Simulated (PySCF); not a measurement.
C6H6O, charge -1, doublet (typed; the unrestricted solution is spin-contaminated), geometry from GFN2-xTB (a state made from the parent by changing its charge; the spin is typed, not shown lowest) (in this run its highest filled SCF level lies above zero, so its values depend strongly on the basis, on diffuse functions most of all); PySCF with MP2/STO-3G.

The PySCF input:
```python
from pyscf import gto, scf, mp

mol = gto.Mole()
mol.atom = '''
    O     2.30324766   -0.29044936   -0.28643210
    C     0.91161207   -0.12210984   -0.11657696
    C     0.08230356   -1.14396439   -0.51884983
    C    -1.35179185   -0.97435132   -0.34554535
    C    -1.82996128    0.19529056    0.21165716
    C    -0.99354446    1.21468726    0.61234545
    C     0.44236935    1.05263351    0.44230941
    H     2.70457944    0.51868873    0.04940787
    H     0.48497307   -2.04922457   -0.95231280
    H    -2.02104399   -1.76934461   -0.65687925
    H    -2.90810189    0.31686675    0.33928197
    H    -1.37718144    2.13113254    1.04953689
    H     1.12486915    1.84236136    0.75038290
'''
mol.basis = 'sto-3g'
mol.charge = -1
mol.spin = 1
mol.verbose = 4
mol.build()

mf = scf.UHF(mol)
mf.kernel()

pt = mp.MP2(mf, frozen=7)
pt.kernel()
print('E(MP2) = %.10f' % pt.e_tot)
```

Problem. Write the output that PySCF gives for this input, abridged.

Solution. 
```
PySCF version 2.14.0

[INPUT] verbose = 4
[INPUT] num. atoms = 13
[INPUT] num. electrons = 51
[INPUT] charge = -1
[INPUT] spin (= nelec alpha-beta = 2S) = 1
[INPUT] symmetry False subgroup None
[INPUT] Mole.unit = angstrom
[INPUT] Symbol           X                Y                Z      unit          X                Y                Z       unit  Magmom
[INPUT]  1 O      2.303247660000  -0.290449360000  -0.286432100000 AA    4.352507274445  -0.548869743455  -0.541278222284 Bohr   0.0
[INPUT]  2 C      0.911612070000  -0.122109840000  -0.116576960000 AA    1.722697144148  -0.230754154714  -0.220298526834 Bohr   0.0
[INPUT]  3 C      0.082303560000  -1.143964390000  -0.518849830000 AA    0.155531187477  -2.161779393355  -0.980484078477 Bohr   0.0
[INPUT]  4 C     -1.351791850000  -0.974351320000  -0.345545350000 AA   -2.554516373919  -1.841257143908  -0.652986075117 Bohr   0.0
[INPUT]  5 C     -1.829961280000   0.195290560000   0.211657160000 AA   -3.458125637759   0.369045673113   0.399974064703 Bohr   0.0
[INPUT]  6 C     -0.993544460000   1.214687260000   0.612345450000 AA   -1.877526921979   2.295426248398   1.157165194124 Bohr   0.0
[INPUT]  7 C      0.442369350000   1.052633510000   0.442309410000 AA    0.835956917402   1.989189043440   0.835843647218 Bohr   0.0
[INPUT]  8 H      2.704579440000   0.518688730000   0.049407870000 AA    5.110914423730   0.980179643598   0.093367342698 Bohr   0.0
[INPUT]  9 H      0.484973070000  -2.049224570000  -0.952312800000 AA    0.916466280090  -3.872473205030  -1.799610376918 Bohr   0.0
[INPUT] 10 H     -2.021043990000  -1.769344610000  -0.656879250000 AA   -3.819219626798  -3.343576732875  -1.241321879410 Bohr   0.0
[INPUT] 11 H     -2.908101890000   0.316866750000   0.339281970000 AA   -5.495516114430   0.598791375481   0.641150002303 Bohr   0.0
[INPUT] 12 H     -1.377181440000   2.131132540000   1.049536890000 AA   -2.602495745434   4.027256835749   1.983337279728 Bohr   0.0
[INPUT] 13 H      1.124869150000   1.842361360000   0.750382900000 AA    2.125694619472   3.481558392881   1.418018169557 Bohr   0.0

nuclear repulsion = 269.007786889015
number of shells = 27
number of NR pGTOs = 123
number of NR cGTOs = 41
basis = sto-3g
ecp = {}

******** <class 'pyscf.scf.uhf.UHF'> ********
method = UHF
initial guess = minao
damping factor = 0
level_shift factor = 0
DIIS = <class 'pyscf.scf.diis.CDIIS'>
diis_start_cycle = 1
diis_space = 8
diis_damp = 0
SCF conv_tol = 1e-09
SCF conv_tol_grad = None
SCF max_cycles = 50
direct_scf = True
direct_scf_tol = 1e-13
number electrons alpha = 26  beta = 25
Set gradient conv threshold to 3.16228e-05
init E= -303.6844799327

cycle= 1 E= -301.403438355375  delta_E= 2.28  |g|= 0.37  |ddm|=  3.6
cycle= 2 E= -301.508477694588  delta_E= -0.105  |g|= 0.0951  |ddm|= 0.627
cycle= 3 E= -301.517600484398  delta_E= -0.00912  |g|= 0.0439  |ddm|= 0.161
cycle= 4 E= -301.520875510505  delta_E= -0.00328  |g|= 0.0257  |ddm|= 0.0899
cycle= 5 E= -301.52273677584  delta_E= -0.00186  |g|= 0.015  |ddm|= 0.0794
cycle= 6 E= -301.523575459246  delta_E= -0.000839  |g|= 0.005  |ddm|= 0.0801
cycle= 7 E= -301.523635329525  delta_E= -5.99e-05  |g|= 0.00253  |ddm|= 0.0199
cycle= 8 E= -301.523657323384  delta_E= -2.2e-05  |g|= 0.00194  |ddm|= 0.00892
cycle= 9 E= -301.523675681845  delta_E= -1.84e-05  |g|= 0.00158  |ddm|= 0.0091
cycle= 10 E= -301.523701255367  delta_E= -2.56e-05  |g|= 0.00107  |ddm|= 0.017
cycle= 11 E= -301.523715800647  delta_E= -1.45e-05  |g|= 0.000552  |ddm|= 0.0173
cycle= 12 E= -301.523718940701  delta_E= -3.14e-06  |g|= 0.000251  |ddm|= 0.00902
cycle= 13 E= -301.523719317038  delta_E= -3.76e-07  |g|= 0.000158  |ddm|= 0.0026
cycle= 14 E= -301.523719470441  delta_E= -1.53e-07  |g|= 0.000103  |ddm|= 0.00124
cycle= 15 E= -301.523719551113  delta_E= -8.07e-08  |g|= 5.87e-05  |ddm|= 0.00103
cycle= 16 E= -301.523719580274  delta_E= -2.92e-08  |g|= 2.9e-05  |ddm|= 0.000792
cycle= 17 E= -301.523719584706  delta_E= -4.43e-09  |g|= 1.51e-05  |ddm|= 0.000286
cycle= 18 E= -301.523719585568  delta_E= -8.62e-10  |g|= 7.77e-06  |ddm|= 0.000125
Extra cycle  E= -301.523719585676  delta_E= -1.09e-10  |g|= 5.53e-06  |ddm|= 1.64e-05
converged SCF energy = -301.523719585676  <S^2> = 0.91513668  2S+1 = 2.1588299

******** <class 'pyscf.mp.ump2.UMP2'> ********
nocc = (np.int64(19), np.int64(18)), nmo = (34, 34)
frozen orbitals 7
E(UMP2) = -301.863328517235  E_corr = -0.339608931558326
E(SCS-UMP2) = -301.874616588285  E_corr = -0.350897002608825
E_corr(same-spin) = -0.0653465945321158
E_corr(oppo-spin) = -0.274262337026211
E(MP2) = -301.8633285172
```
